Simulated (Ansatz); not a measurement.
Z-matrix (Å, degrees):
```
Sb
O 1 1.921
F 1 1.901 2 96.4
F 1 1.901 2 96.4 3 -93.2
H 2 0.964 1 114.3 3 46.6
```

Total charge 0; spin multiplicity 1. Sb: def2 effective core potential.

Task: List the PBE0/def2-TZVPP orbital energies in eV (Ansatz 0.2.0). (Best estimate.)

Result: Computed: Occupied: -673.39, -673.39, -523.23, -158.73, -110.30, -110.28, -110.13, -38.20, -38.05, -37.83, -37.78, -37.70, -32.41, -31.73, -28.06, -16.89, -14.15, -12.95, -12.25, -12.01, -11.57, -11.25, -10.61, -9.79, -9.29. Lowest empty: -1.29, -1.13, 0.24, 2.00, 3.70, 3.92, 4.11, 6.09.
